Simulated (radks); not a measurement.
Problem. Valence configurations of V II (all share [Ar]). All-electron calculation, scalar-relativistic Kohn-Sham, BLYP, spin-polarised, spherical densities, point nucleus; open shells are filled with parallel spins first. Program: a radial shooting solver on a logarithmic mesh with Libxc functionals. Order these by energy: 3d2 4p2; 3d4; 3d1 4p3; 3d1.5 4p2.5; 3d3 4p1; 3d3.5 4p0.5; 3d3 4s1; 3d2 4s1 4p1; 3d2 4s2; 3d3 4s0.5 4p0.5.

Solution. From the lowest, in eV above it: 3d4 0.000; 3d3 4s1 0.843; 3d3.5 4p0.5 2.181; 3d3 4s0.5 4p0.5 2.983; 3d3 4p1 5.136; 3d2 4s2 5.393; 3d2 4s1 4p1 9.037; 3d2 4p2 13.872; 3d1.5 4p2.5 19.852; 3d1 4p3 27.015. NIST lists [Ar] 3d4 as the ground configuration; this level of theory agrees among the configurations tried. The energies are those of spherical high-spin densities, not of single terms.
